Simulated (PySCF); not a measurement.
Gas-phase reaction: Ti(OH)₄ ⇌ TiO₂ + 2 OH + H₂

Method: PySCF energies plus ideal-gas RRHO corrections (1 bar). † marks an energy on the PBE0/def2-TZVP geometry and frequencies. Open shells (unrestricted): OH (multiplicity 2, electronic degeneracy 4); the rest are closed-shell singlets. Spin-orbit splitting is ignored; it lowers the true energy and changes the entropy of OH. Ti(OH)₄: computed as isolated molecules; such fragments, hydroxides, amides, oligomers or adducts are transient or little studied in the gas. The harmonic model lacks anharmonicity and excited electronic states, which grow with temperature; levels with a mode under 35 cm⁻¹ are left out.

```tsv
level	ΔE electronic, kJ	ΔH°(298 K), kJ	ΔS°(298 K), J/K	ΔG°(1600 K), kJ
BLYP/def2-TZVP†	1031	993	390	397
HF/def2-TZVP†	1005	966	390	370
PBE0/def2-SVP†	1106	1068	390	472
LDA/def2-TZVP†	1260	1221	390	625
ωB97M-V/def2-TZVP†	1109	1070	390	474
```
ΔH° is lowest at HF/def2-TZVP† and highest at LDA/def2-TZVP†. No reference value is set beside these.
